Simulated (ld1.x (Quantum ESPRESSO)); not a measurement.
## What one change does to a pseudopotential (Te, TM)

ld1.x (Quantum ESPRESSO) 7.5 input, shortened:

```
&input
   title='Te', zed=52., rel=2, dft='PZ', iswitch=3,
   config='[Kr] 4d10 5s2 5p4', rel_dist='average'
 /
 &inputp
   pseudotype=2, tm=.true., lloc=-1, rcloc=1.40,
   nlcc=.false.
 /
2
5S  1  0   2.00   0.00  1.70  1.70  0.0
5P  2  1   4.00   0.00  2.30  2.30  0.0
 &test
   configts(1)='5s2 5p4'
 /
```

Open shells are filled in proportion to 2j + 1 (rel_dist='average').

Change: wave 5p (bound): rc 2.30 bohr becomes 5p (bound): rc 2.58 bohr.

Cutoffs: the cutoffs (Ry, on a coarse ladder) from which the occupation-weighted sum of valence levels, in a spherical-Bessel basis at the reference potential, stays within 10 and 1 mRy of its value at 400 Ry; they do not see the model core or the augmentation charge, which bear on the density cutoff. Errors are all-electron minus pseudo energies relative to the spin-unpolarised reference configuration.

What does the change do?

The potential gets neither clearly harder nor softer (30 Ry and 50 Ry → 30 Ry and 50 Ry); both files keep a bound ghost (d, s); of the 6 tests that both files solve, the error grows in 4 and shrinks in 1 by more than 15 % and 0.3 meV (median size 107.5 → 120.6 meV).

```csv
quantity,base,changed
"cutoff, loose",30 Ry,30 Ry
"cutoff, tight",50 Ry,50 Ry
loose cutoff by channel (10 mRy a level),"s 21 Ry, p 8 Ry","s 21 Ry, p 6 Ry"
bound ghosts,"s, d","s, d"
"tests counted (converged, no solver errors)",6 of 7,6 of 7
"error for 5s2 5p3, meV [ΔE 9.94 eV]",+38,+45
"error for 5s2 5p2, meV [ΔE 28.14 eV]",+316,+353
"error for 5s2 5p4.3, meV [ΔE -1.52 eV]",+1.5,+1.8
"error for 5s2 5p0, meV [ΔE 92.34 eV]",+248,+196
"error for 5s2 5p3.5, meV [ΔE 4.00 eV]",+7.0,+8.1
"error for 5s1 5p4, meV [ΔE 19.83 eV]",+177,+208
```

Base: Tests not counted: 5s2 5p1 (solver errors, printed error +4.1 eV). Changed file: Tests not counted: 5s2 5p1 (solver errors, printed error +4.2 eV). A true bound ghost makes a file unfit for plane-wave use even where its test errors are small: the radial tests pick states by their node count and pass the ghost by. Where a test does run into it, the solver fails or the error is huge.
